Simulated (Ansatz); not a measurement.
`O=[CH][SnH2][GeH3]`. The species carries charge 0 and has multiplicity 1. Sn: def2 effective core potential. All single points use the PBE0-D4/def2-TZVP geometry. It is one conformer, not always the lowest.

```xyz
10

O     2.144   -0.803    1.883
C     1.031   -0.365    1.870
Sn   -0.419   -0.869    0.275
Ge   -0.381    0.979   -1.554
H     0.697    0.335    2.673
H    -1.976   -0.966    0.981
H     0.022   -2.389   -0.361
H     1.018    1.072   -2.179
H    -1.403    0.666   -2.659
H    -0.734    2.339   -0.928
```

What is the dipole moment at B3LYP/def2-TZVPP? (Estimate.)

Ansatz gave: 2.03 D, with components (-1.81, 0.87, -0.28) D in this frame, pointing from negative to positive charge.

And with PBE, r2SCAN, ωB97M-V? (An estimate is asked.)

Computed: PBE 1.77 D, r2SCAN 1.89 D, ωB97M-V 2.11 D.

Give the Mulliken charges with B3LYP, r2SCAN, PBE in def2-TZVPP. (Estimate.)

Computed: 
```tsv
atom	B3LYP	r2SCAN	PBE
O1	-0.22	-0.24	-0.18
C2	-0.04	0.05	-0.03
Sn3	0.47	0.40	0.40
Ge4	-0.03	0.01	-0.03
H5	0.07	0.04	0.06
H6	-0.13	-0.12	-0.11
H7	-0.12	-0.11	-0.10
H8	0.00	0.00	0.00
H9	0.00	-0.01	0.00
H10	-0.01	-0.01	0.00
```

B3LYP here is the variant with VWN-RPA as its local correlation; programs differ in this.
